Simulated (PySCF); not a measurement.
C3H5BO2. Atoms are numbered in the order given.

```xyz
11

C      2.5205     0.3569    -0.2294
C      1.4718    -0.4816    -0.1595
B      0.0121     0.0181    -0.0029
O     -0.2994     1.3279     0.0652
C     -1.2832    -0.9515     0.0963
O     -2.3805    -0.4350     0.2202
H      2.3758     1.4416    -0.1782
H      3.5525     0.0056    -0.3390
H      1.6702    -1.5601    -0.2152
H     -1.2679     1.4086     0.1632
H     -1.2072    -2.0715     0.0557
```

The structure is a stationary point at B3LYP-D3(BJ)/def2-SVP. This is a generated structure with no PubChem entry under its InChIKey; it may be hypothetical. One conformer was computed; it need not be the lowest.

Calculation: ωB97X/def2-TZVP (PySCF).

Atomic charges (e):

| atom | IAO | Löwdin | Mulliken |
|---|---|---|---|
| C1 | (withheld) | -0.12 | -0.20 |
| C2 | -0.30 | -0.14 | -0.31 |
| B3 | (withheld) | -0.66 | 0.31 |
| O4 | -0.52 | 0.23 | -0.41 |
| C5 | 0.13 | -0.19 | 0.11 |
| O6 | -0.38 | 0.12 | -0.34 |
| H7 | 0.16 | 0.14 | 0.15 |
| H8 | 0.15 | 0.12 | 0.14 |
| H9 | (withheld) | 0.15 | 0.12 |
| H10 | (withheld) | 0.23 | 0.34 |
| H11 | (withheld) | 0.12 | 0.09 |

What belongs in the gaps? (Estimate from the structure and the level; the computed values follow.)


- C1, IAO: -0.22
- B3, IAO: 0.36
- H9, IAO: 0.14
- H10, IAO: 0.37
- H11, IAO: 0.10

Give the Mayer and Wiberg (Löwdin basis) orders of the bonds. (An estimate is asked for; the answer gives what the named calculation found.)


```json
[
 {"bond": "C1–C2", "Mayer": "1.87", "Wiberg": "2.09"},
 {"bond": "C2–B3", "Mayer": "1.04", "Wiberg": "1.22"},
 {"bond": "B3–O4", "Mayer": "1.38", "Wiberg": "2.02"},
 {"bond": "B3–C5", "Mayer": "0.93", "Wiberg": "1.09"},
 {"bond": "C5–O6", "Mayer": "1.94", "Wiberg": "2.69"},
 {"bond": "C1–H7", "Mayer": "0.96", "Wiberg": "0.88"},
 {"bond": "C1–H8", "Mayer": "0.97", "Wiberg": "0.90"},
 {"bond": "C2–H9", "Mayer": "0.96", "Wiberg": "0.81"},
 {"bond": "O4–H10", "Mayer": "0.84", "Wiberg": "0.89"},
 {"bond": "C5–H11", "Mayer": "0.93", "Wiberg": "0.87"}
]
```
